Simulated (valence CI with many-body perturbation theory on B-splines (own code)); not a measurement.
# Level structure of Te39+

Calculated by relativistic CI+MBPT: three valence electrons over a frozen Dirac-Fock core [Ne], radial functions for each j: 11 s, 11 p, 10 d, 8 f, 5 g, 2 h, with the one-electron correlation potential Σ1, the two-electron term Σ2, the three-electron term Σ3, Breit, model QED; selected CI, second order for the rest, scaled by the run's own slope (own B-spline code, finite nucleus).

The last digits are not significant, and no measured levels were compared; by estimate large intervals hold to a few tenths of a per cent, small ones and those within an open d or f shell to about a per cent.

Levels 136 to 155 of 155, with energies above the lowest level, 3s²3p ²P°_1/2. "Leading %" is the weight of the configuration and term that name the level; weights of strongly mixed levels are sums over their largest components and can fall short. Lifetimes count E1, E2, E3, M1 and M2 decay at the calculated energies, and are blank where another channel may lead or the interval is too uncertain; long ones can be off by a factor of two.

```csv
No.,Configuration,Term,J,E (× 10³ cm⁻¹),Leading %,g,Lifetime
136,3d³,²G,7/2,6853.5,64,1.007,2.90 ps
137,3d³,⁴F,9/2,6861.1,51,1.121,3.30 ps
138,3d³,⁴P,5/2,6871.5,81,1.502,2.23 ps
139,3d³,²D,3/2,6909.9,44,1.157,2.55 ps
140,3d³,²H,11/2,6912.9,100,1.085,4.12 ps
141,3d³,²P,1/2,6928.4,69,1.274,2.44 ps
142,3d³,²D,5/2,6958.1,92,1.183,2.63 ps
143,3d³,²F,5/2,6976.9,76,0.979,2.66 ps
144,3d³,²F,7/2,6988.9,91,1.119,3.03 ps
145,3d³,²G,9/2,6995.0,59,1.108,4.42 ps
146,3d³,²P,3/2,7042.4,57,1.186,3.07 ps
147,3d³,²D,3/2,7148.6,94,0.826,2.89 ps
148,3d³,²D,5/2,7173.7,75,1.158,3.12 ps
149,3s²4s,²S,1/2,10020,98,1.998,91.6 fs
150,3s²4p,²P°,1/2,10374,97,0.665,381 fs
151,3s²4p,²P°,3/2,10587,91,1.342,364 fs
152,3s3p4s,⁴P°,1/2,10694,88,2.441,114 fs
153,3s3p4s,⁴P°,3/2,10763,68,1.603,109 fs
154,3s3p4s,²P°,1/2,10809,93,0.767,127 fs
155,3s²4d,²D,3/2,11005,83,0.838,40.0 fs
```

Names give the largest LS component (configuration and term), which can be under half, so a name can repeat, a term be missing and a line seem to break the LS rules; names also repeat where a configuration has a term twice.
